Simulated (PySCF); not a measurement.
## Mo²⁺: excitation energy

Mo²⁺ [Kr] 4d4 (5D) → Mo²⁺ [Kr] 4d3 5s1 (5F), as a difference of total energies. All numbers are calculated (PySCF 2.14, scalar relativity through the core potential, in def2-QZVPPD with the def2 core potential (28 electrons) (7s5p4d3f2g, 81 functions)). Correlated levels: valence: 4s2 4p6 frozen. The calculations carry no spin-orbit coupling.

| method | excitation energy (cm⁻¹) |
| --- | --- |
| UHF | 31178 |
| MP2 (valence) | 32706 |
| SCS-MP2 (valence) | 31687 |
| CCSD (valence) | 32698 |
| CCSD(T) (valence) | 32707 |
